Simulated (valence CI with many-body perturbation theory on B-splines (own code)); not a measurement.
Questions on Ar XII

Method: valence CI with perturbative core correlation (CI+MBPT): five valence electrons over a frozen Dirac-Fock core [He], a basis of 9 s, 9 p, 8 d, 6 f, 3 g, 1 h functions for each j, with the one-electron correlation potential Σ1 (screened to all orders), the two-electron term Σ2, the three-electron term Σ3, Breit, model QED; selected single and double excitations, second order for the rest, scaled by the run's own slope (own B-spline code, finite nucleus).

No measured levels were compared; by estimate levels of excited configurations hold to 0.05 to 0.15 % of their energy, terms of the ground configuration to about 0.5 %. Among the levels kept, up to 2400 cm⁻¹ of a level comes from second order outside the variational space, and about a tenth of that is noise between levels of different J, which matters for small intervals.

Rates and lifetimes use the calculated energies. Strong lines usually hold to 10 to 20 %, long lifetimes can be off by a factor of two.

Task: What is the ground level?

Result: 2s2.2p3 4S°_3/2, composition 99 % 2s2.2p3 4S°, g = 1.994.

Task: What are the static dipole polarisabilities of the lowest levels?

Result: 2s2.2p3 4S°_3/2 0.0479; 2s2.2p3 2D°_3/2 0.0412 (tensor 0.0061); 2s2.2p3 2D°_5/2 0.0416 (tensor 0.0027); 2s2.2p3 2P°_1/2 0.0365 bohr³, of which the core gives 9.14e-05.

Task: How well does LS coupling describe the low levels?

Result: Among the lowest 20 levels the leading LS term, summed over configurations, holds 98 % on average. For single configurations the figures are 96 % in LS and 71 % in jj coupling. Terms mix most in the J = 3/2 level at 154.45 × 10³ cm⁻¹, where the leading one holds 92 %.

Task: Name the longest-lived excited levels whose lifetime is computed, and their main decay.

Result: 2s2.2p3 2D°_5/2 at 98.46 × 10³ cm⁻¹ lives 346 ms, mostly by M1 to 2s2.2p3 4S°_3/2; 2s2.2p3 2D°_3/2 at 95.14 × 10³ cm⁻¹ lives 10.0 ms, mostly by M1 to 2s2.2p3 4S°_3/2; 2s2.2p3 2P°_1/2 at 149.59 × 10³ cm⁻¹ lives 1.40 ms, mostly by M1 to 2s2.2p3 4S°_3/2.

Task: Among levels below 3278.9 × 10³ cm⁻¹, which E1 lines absorb most strongly from the ground level?

Result: to 2s2.2p2.3d 4P_5/2 at 3.139 nm, f = 0.707; to 2s2.2p2.3d 4P_3/2 at 3.135 nm, f = 0.520; to 2s2.2p2.3d 4P_1/2 at 3.133 nm, f = 0.272.

Task: Where does the other parity begin?

Result: At 2s.2p4 4P_5/2, 446.07 × 10³ cm⁻¹.

Task: What is the ionisation energy?

Result: 618.63 eV; NIST lists 619 ± 0.4 eV (semi-empirical).
